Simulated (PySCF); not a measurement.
Telling isomers of C2H12Si4 apart by NMR

Relativity neglected, one computed conformer, rapidly exchanging positions averaged, in vacuum. GFN2-xTB geometry; shieldings: GIAO PBE0/pcSseg-1; PySCF 2.14.0 with density-fitted response routines.

Shifts are taken against calculated references (same method and geometry level): TMS for 1H and 13C. Where no couplings were computed, multiplicities follow the n + 1 count of equivalent neighbours, and m marks all less simple cases (inequivalent or close neighbours, rings, F or P nearby). Shifts are as computed. Against solution values, carbons near 30 ppm lie about +3 ppm off and those near 130 ppm about +5 ppm. Of 1211 compounds with measured shifts, 218 miss one by over three times the rms of a fit or turn the order of signals round; such compounds aren't used in these exercises.

(1) Tabulate the signals of `C[Si@@H]1[SiH2]C[Si@H]1[SiH3]`, `C1[SiH2]C[SiH2][SiH2][SiH2]1`, `[SiH3][Si]1([SiH3])CC[SiH2]1` and their relative energies.

(2) What is the quickest way to tell C[Si@@H]1[SiH2]C[Si@H]1[SiH3] from [SiH3][Si]1([SiH3])CC[SiH2]1?

(3) What is the quickest way to tell C1[SiH2]C[SiH2][SiH2][SiH2]1 from [SiH3][Si]1([SiH3])CC[SiH2]1?

(4) What is the quickest way to tell C[Si@@H]1[SiH2]C[Si@H]1[SiH3] from C1[SiH2]C[SiH2][SiH2][SiH2]1?

Answers

(1) 
```tsv
SMILES	carbon types	δC	δH	E rel. (kcal/mol)
C[Si@@H]1[SiH2]C[Si@H]1[SiH3]	1×CH2 1×CH3	-4.0, -10.5	5.05 (m, 1H), 4.77 (m, 1H), 4.76 (m, 1H), 4.68 (m, 1H), 3.55 (d, 3H), 0.64 (m, 1H), 0.49 (d, 3H), 0.42 (m, 1H)	16.0
C1[SiH2]C[SiH2][SiH2][SiH2]1	2×CH2	-10.7	4.46 (m, 2H), 4.34 (m, 4H), 3.32 (m, 2H), -0.13 (m, 4H)	0.0
[SiH3][Si]1([SiH3])CC[SiH2]1	2×CH2	12.6, 12.5	4.70 (m, 2H), 3.69 (s, 6H), 1.84 (m, 2H), 1.66 (m, 2H)	30.0
```

Energies are electronic energies at PBE0/pcSseg-1 on these geometries, without zero-point or thermal terms, each for the one conformer computed, which needn't be the lowest.

(2) Both give the same number of carbon signals, but DEPT or the intensities differ. The first has a methyl carbon bonded to Si (CH3) at -4.0 ppm, the second an sp3 CH2 bonded to Si at 12.6 ppm.

(3) Count the carbon signals: 1 against 2. The first has an sp3 CH2 bonded to 2 Si at -10.7 ppm, the second an sp3 CH2 bonded to Si at 12.6 ppm.

(4) Count the carbon signals: 2 against 1. The first has a methyl carbon bonded to Si (CH3) at -4.0 ppm, the second an sp3 CH2 bonded to 2 Si at -10.7 ppm. In the proton spectra the most deshielded non-exchanging signals are 5.05 (m, 1H) and 4.46 (m, 2H).
